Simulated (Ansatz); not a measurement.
Ansatz (a quantum-chemistry and plane-wave program) input (B3LYP-D3(BJ)/def2-TZVP):

Ansatz 0.2 input:
```yaml
crystal:
  periodic: [false, false, false]
  atoms:
    - {symbol: N, position_ang: [-0.64879437, -0.05675158, -0.03209292]}
    - {symbol: C, position_ang: [0.88623751, 0.09444092, 0.07223163]}
    - {symbol: O, position_ang: [1.52871564, -0.82159474, 0.38088595]}
    - {symbol: H, position_ang: [-0.91009914, -1.02820029, 0.20908468]}
    - {symbol: H, position_ang: [-1.12529451, 0.59223250, 0.61255768]}
    - {symbol: H, position_ang: [1.18131061, 1.11804841, -0.17665425]}
    - {symbol: H, position_ang: [-0.97174208, 0.15178191, -0.98929516]}
basis:
  gaussian:
    orbitals: def2-TZVP
hamiltonian:
  xc: b3lyp
  dispersion: d3bj
total_charge: 1
relax: {f_tol: 0.002, max_steps: 150}
```

Output:

```
Functional definition: B3LYP
integrals: 0.03 GiB planned
662 factors; their error is unknown
mean field: 0.31 GiB planned
mean field evaluation 1: about -4619.3695 eV, gradient 9.1e1 eV
mean field evaluation 2: about -4593.6311 eV, gradient 1.4e2 eV
mean field evaluation 4: about -4633.0343 eV, gradient 1.2e1 eV
mean field evaluation 8: about -4633.2791 eV, gradient 1.6e-1 eV
mean field evaluation 16: about -4633.2730 eV, gradient 3.1e-5 eV
mean field -4633.27299882 eV, -170.2696421616 hartree, gradient 3.1e-5 eV, S^2 0.000000; 0 other end points of the search recorded, 0 dependent functions left out
the calculation of the forces begins
reference -4633.27318150 eV, -170.2696488748 hartree; 12, 12 occupied and 105, 105 virtual orbitals, 662 factors
relax step   1: F+E_penalty+E_count = -4633.41995295 eV  Δ(F+E_penalty+E_count) = +0.000e0 eV  max|allowed force component| = 5.749e-1 eV/Å  Δτ_max = 0.0000 Å  (27 SCF iters, accepted)
these checks for a lower state are left out or cut short: starts, cluster_reference, orbital_swaps, neighbouring_geometries, increment
integrals: 0.03 GiB planned
662 factors; their error is unknown
mean field: 0.31 GiB planned
mean field -4633.28216879 eV, -170.2699791516 hartree, gradient 6.3e-6 eV, S^2 0.000000; 0 other end points of the search recorded, 0 dependent functions left out
the calculation of the forces begins
reference -4633.28235172 eV, -170.2699858741 hartree; 12, 12 occupied and 105, 105 virtual orbitals, 662 factors
relax step   2: F+E_penalty+E_count = -4633.42888826 eV  Δ(F+E_penalty+E_count) = -8.935e-3 eV  max|allowed force component| = 3.037e-1 eV/Å  Δτ_max = 0.0187 Å  (32 SCF iters, accepted)
these checks for a lower state are left out or cut short: starts, cluster_reference, orbital_swaps, neighbouring_geometries, increment
integrals: 0.03 GiB planned
662 factors; their error is unknown
mean field: 0.31 GiB planned
mean field -4633.28501868 eV, -170.2700838831 hartree, gradient 6.4e-6 eV, S^2 0.000000; 0 other end points of the search recorded, 0 dependent functions left out
the calculation of the forces begins
reference -4633.28520177 eV, -170.2700906115 hartree; 12, 12 occupied and 105, 105 virtual orbitals, 662 factors
relax step   3: F+E_penalty+E_count = -4633.43152324 eV  Δ(F+E_penalty+E_count) = -2.635e-3 eV  max|allowed force component| = 1.733e-1 eV/Å  Δτ_max = 0.0145 Å  (32 SCF iters, accepted)
these checks for a lower state are left out or cut short: starts, cluster_reference, orbital_swaps, neighbouring_geometries, increment
integrals: 0.03 GiB planned
662 factors; their error is unknown
mean field: 0.31 GiB planned
mean field evaluation 32: about -4633.2909 eV, gradient 7.9e-1 eV
mean field -4633.28574315 eV, -170.2701105067 hartree, gradient 6.5e-6 eV, S^2 0.000000; 0 other end points of the search recorded, 0 dependent functions left out
the calculation of the forces begins
reference -4633.28592624 eV, -170.2701172355 hartree; 12, 12 occupied and 105, 105 virtual orbitals, 662 factors
relax step   4: F+E_penalty+E_count = -4633.43218790 eV  Δ(F+E_penalty+E_count) = -6.647e-4 eV  max|allowed force component| = 3.959e-2 eV/Å  Δτ_max = 0.0057 Å  (32 SCF iters, accepted)
these checks for a lower state are left out or cut short: starts, cluster_reference, orbital_swaps, neighbouring_geometries, increment
integrals: 0.03 GiB planned
662 factors; their error is unknown
mean field: 0.31 GiB planned
mean field -4633.28581369 eV, -170.2701130993 hartree, gradient 6.5e-6 eV, S^2 0.000000; 0 other end points of the search recorded, 0 dependent functions left out
the calculation of the forces begins
reference -4633.28599679 eV, -170.2701198281 hartree; 12, 12 occupied and 105, 105 virtual orbitals, 662 factors
relax step   5: F+E_penalty+E_count = -4633.43220300 eV  Δ(F+E_penalty+E_count) = -1.510e-5 eV  max|allowed force component| = 3.969e-2 eV/Å  Δτ_max = 0.0031 Å  (33 SCF iters, accepted)
these checks for a lower state are left out or cut short: starts, cluster_reference, orbital_swaps, neighbouring_geometries, increment
integrals: 0.03 GiB planned
662 factors; their error is unknown
mean field: 0.31 GiB planned
mean field -4633.28584201 eV, -170.2701141398 hartree, gradient 6.5e-6 eV, S^2 0.000000; 0 other end points of the search recorded, 0 dependent functions left out
the calculation of the forces begins
reference -4633.28602511 eV, -170.2701208687 hartree; 12, 12 occupied and 105, 105 virtual orbitals, 662 factors
relax step   6: F+E_penalty+E_count = -4633.43226303 eV  Δ(F+E_penalty+E_count) = -6.003e-5 eV  max|allowed force component| = 1.196e-2 eV/Å  Δτ_max = 0.0024 Å  (33 SCF iters, accepted)
these checks for a lower state are left out or cut short: starts, cluster_reference, orbital_swaps, neighbouring_geometries, increment
integrals: 0.03 GiB planned
662 factors; their error is unknown
mean field: 0.31 GiB planned
mean field -4633.28584182 eV, -170.2701141328 hartree, gradient 6.5e-6 eV, S^2 0.000000; 0 other end points of the search recorded, 0 dependent functions left out
the calculation of the forces begins
reference -4633.28602491 eV, -170.2701208615 hartree; 12, 12 occupied and 105, 105 virtual orbitals, 662 factors
relax step   7: F+E_penalty+E_count = -4633.43226898 eV  Δ(F+E_penalty+E_count) = -5.943e-6 eV  max|allowed force component| = 5.175e-3 eV/Å  Δτ_max = 0.0009 Å  (33 SCF iters, accepted)
these checks for a lower state are left out or cut short: starts, cluster_reference, orbital_swaps, neighbouring_geometries, increment
integrals: 0.03 GiB planned
662 factors; their error is unknown
mean field: 0.31 GiB planned
mean field evaluation 64: about -4633.2858 eV, gradient 5.5e-3 eV
mean field -4633.28584240 eV, -170.2701141542 hartree, gradient 6.5e-6 eV, S^2 0.000000; 0 other end points of the search recorded, 0 dependent functions left out
the calculation of the forces begins
reference -4633.28602549 eV, -170.2701208829 hartree; 12, 12 occupied and 105, 105 virtual orbitals, 662 factors
relax step   8: F+E_penalty+E_count = -4633.43227031 eV  Δ(F+E_penalty+E_count) = -1.336e-6 eV  max|allowed force component| = 9.372e-4 eV/Å  Δτ_max = 0.0007 Å  (32 SCF iters, accepted)
integrals: 0.03 GiB planned
662 factors; their error is unknown
mean field: 0.31 GiB planned
mean field -4633.28584240 eV, -170.2701141542 hartree, gradient 6.5e-6 eV, S^2 0.000000; 1 other end points of the search recorded, 0 dependent functions left out
the calculation of the forces begins
reference -4633.28602549 eV, -170.2701208829 hartree; 12, 12 occupied and 105, 105 virtual orbitals, 662 factors
Total energy: -4633.43245341 eV, -170.2755020094 hartree
Atom 0 at    -0.662756    -0.055702    -0.034102 Å, force     0.000021    -0.000001     0.000012 eV/Å
Atom 1 at     0.904668     0.103561     0.071553 Å, force     0.000174    -0.000937     0.000280 eV/Å
Atom 2 at     1.528862    -0.827675     0.384231 Å, force    -0.000403     0.000790    -0.000171 eV/Å
Atom 3 at    -0.905234    -1.023294     0.207359 Å, force     0.000067     0.000091    -0.000087 eV/Å
Atom 4 at    -1.145129     0.582232     0.609495 Å, force     0.000030    -0.000052     0.000068 eV/Å
Atom 5 at     1.213090     1.124648    -0.176958 Å, force     0.000146     0.000104    -0.000086 eV/Å
Atom 6 at    -0.993168     0.146188    -0.984860 Å, force    -0.000034     0.000006    -0.000016 eV/Å
Dipole moment:    -1.015374     0.520571    -0.238186 e Å
```

It need not be the lowest isomer of its formula.
